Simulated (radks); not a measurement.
The numbers below are computed, except where a source is named.
The germanium ion Ge+, 31 electrons, occupied as [Ar] 3d10 4s2 4p1.

Level of theory: scalar-relativistic Kohn-Sham, LDA (Slater exchange, VWN5 correlation), spin-unpolarised, spherical densities, finite nucleus; Fermi nuclear charge, rms radius 4.0742 fm (a radial shooting solver on a logarithmic mesh with Libxc functionals).

Energy parts (hartree):
| part | energy |
|---|---|
| total | -2095.61938 |
| kinetic | 2132.75342 |
| electron-nucleus | -5043.59980 |
| Hartree | 891.52791 |
| exchange-correlation | -76.30090 |

Orbitals (lengths in bohr, moments of r in powers of bohr; <r^-3> diverges for s and p1/2; r(max) is where P^2 peaks):
1s: occ. 2; eigenvalue (hartree) -402.4116; r(max) 0.03077; <1/r> 32.33; <r^4> 0.00002286
2s: occ. 2; eigenvalue (hartree) -50.65989; r(max) 0.1763; <1/r> 7.094; <r^4> 0.004722
2p: occ. 6; eigenvalue (hartree) -44.36229; r(max) 0.1412; <1/r> 6.963; <r^4> 0.003454; <r^-3> 993.1
3s: occ. 2; eigenvalue (hartree) -6.49823; r(max) 0.5429; <1/r> 2.282; <r^4> 0.3298
3p: occ. 6; eigenvalue (hartree) -4.57435; r(max) 0.5430; <1/r> 2.130; <r^4> 0.4264; <r^-3> 135.0
3d: occ. 10; eigenvalue (hartree) -1.41940; r(max) 0.5016; <1/r> 1.783; <r^4> 1.184; <r^-3> 14.22
4s: occ. 2; eigenvalue (hartree) -0.74029; r(max) 1.703; <1/r> 0.6489; <r^4> 35.51
4p: occ. 1; eigenvalue (hartree) -0.42148; r(max) 2.073; <1/r> 0.5110; <r^4> 94.20; <r^-3> 8.020

The highest occupied level is 4p at -11.469 eV. Summed over all electrons, <r^2> = 27.98 bohr^2, which gives a Langevin (diamagnetic) susceptibility term of -22.2 x 10^-6 cm^3/mol. The electron density at the nucleus is 3.193e+04 e/bohr^3 (large components only). The density falls to 0.001 e/bohr^3 at r = 3.92 bohr.
